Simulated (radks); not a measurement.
Spherical quantum dot in the effective-mass picture: electrons in a well V = -V0 / (1 + exp((r - R)/a)) with V0 = 7.17, R = 5.76, a = 0.5, all in effective atomic units (hartree* = m*/eps^2 hartree, bohr* = eps/m* bohr), one dielectric constant everywhere. Method: non-relativistic Kohn-Sham, exchange-only LDA, spin-polarised, spherical densities; computed with a radial shooting solver with Libxc functionals. Levels are named by radial order and angular momentum (1s, 1p, 1d, 2s, ...), and open shells are averaged over m. Results are scaled to m* = 0.097 and eps = 11.5, for which hartree* = 19.96 meV and bohr* = 6.274 nm. Each electron was tried in the lowest free levels, single moves between levels near the top were tried too, and the lowest total energy was kept; such a search can miss a lower state. The series stops at N = 26: beyond it a trial failed or the search could not be trusted, so later rows were left out. At N = 1 the Hartree and exchange-correlation terms need not cancel, so that row can carry a self-interaction error.

N        open shells  2S   E (meV)  mu = E(N) - E(N-1) (meV)  addition energy mu(N+1) - mu(N) (meV)  e(HOMO) (meV)
1   1s(up 1, down 0)   1  -138.189                   -138.19                                  6.885        -135.64
2               none   0  -269.492                   -131.30                                  8.093        -129.06
3   1p(up 1, down 0)   1  -392.703                   -123.21                                  4.728        -120.88
4   1p(up 2, down 0)   2  -511.186                   -118.48                                  4.819        -116.08
5   1p(up 3, down 0)   3  -624.850                   -113.66                                  6.547        -111.25
6   1p(up 3, down 1)   2  -731.967                   -107.12                                  4.414        -104.94
7   1p(up 3, down 2)   1  -834.670                   -102.70                                  4.537        -100.44
8               none   0  -932.836                   -98.166                                  8.286        -95.883
9   1d(up 1, down 0)   1  -1022.72                   -89.880                                  4.400        -87.684
10  1d(up 2, down 0)   2  -1108.20                   -85.481                                  4.411        -83.276
11  1d(up 3, down 0)   3  -1189.27                   -81.070                                  4.410        -78.864
12  1d(up 4, down 0)   4  -1265.93                   -76.660                                  4.402        -74.458
13  1d(up 5, down 0)   5  -1338.19                   -72.258                                  5.889        -70.061
14  1d(up 5, down 1)   4  -1404.56                   -66.369                                  4.220        -64.264
15  1d(up 5, down 2)   3  -1466.70                   -62.149                                  4.240        -60.031
16  1d(up 5, down 3)   2  -1524.61                   -57.909                                  4.247        -55.786
17  1d(up 5, down 4)   1  -1578.28                   -53.662                                  4.247        -51.539
18              none   0  -1627.69                   -49.415                                  8.444        -47.293
19  1f(up 1, down 0)   1  -1668.66                   -40.971                                  4.146        -38.898
20  1f(up 2, down 0)   2  -1705.49                   -36.826                                  4.143        -34.753
21  1f(up 3, down 0)   3  -1738.17                   -32.682                                  4.138        -30.612
22  1f(up 4, down 0)   4  -1766.71                   -28.544                                  4.132        -26.476
23  1f(up 5, down 0)   5  -1791.13                   -24.412                                  4.125        -22.348
24  1f(up 6, down 0)   6  -1811.41                   -20.287                                  4.116        -18.228
25  1f(up 7, down 0)   7  -1827.58                   -16.171                                  5.434        -14.116
26  1f(up 7, down 1)   6  -1838.32                   -10.736                                      -        -8.7269

All shells are closed at N = 2, 8, 18 (there: 1s2 1p6 1d10); the second difference of the energy has clear peaks (12 % above both neighbours; the first and last values, which can be the largest, are not judged, and half-filled shells can peak too) at N = 2, 5, 8, 13, 18.
